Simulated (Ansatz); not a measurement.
`C[N]1[SiH2][SbH]1`, relaxed with RKS PBE-D4/def2-SVP in Ansatz from a rough embedded geometry. The force threshold is 0.03 eV/Å; the program also tests the step.

Charge 0, multiplicity 1. Sb takes the def2 core potential.

Start:

```xyz
10

C     1.038   -0.545    0.727
N     0.132    0.490    0.417
Si   -0.457    0.350   -1.291
Sb   -1.825   -0.143    0.771
H     1.223   -0.656    1.814
H     0.689   -1.604    0.380
H     2.046   -0.391    0.228
H    -0.630    1.729   -1.821
H     0.211   -0.717   -2.028
H    -2.428    1.486    0.803
```

(1) How much energy does the relaxation release, and in how many steps? (An estimate is asked.)

(2) Which bonds change most? (Best estimate.)

(3) Give the relaxed structure. (An estimate is asked.)

Answers

(1) Computed: 53.67 kJ/mol, in 27 steps, 5 of them rejected.

(2) Computed: N2–Si3 from 1.812 to 1.731 Å; N2–Sb4 from 2.087 to 2.167 Å; C1–H6 from 1.168 to 1.112 Å; Si3–H9 from 1.459 to 1.504 Å.

(3) Computed: 
```xyz
10

C     1.088   -0.576    0.827
N    -0.033   -0.578   -0.085
Si   -0.551    0.424   -1.398
Sb   -2.129   -0.381    0.427
H     1.197    0.366    1.418
H     1.011   -1.415    1.552
H     2.035   -0.721    0.259
H    -0.138    1.877   -1.442
H    -0.500   -0.183   -2.772
H    -1.980    1.188    1.215
```
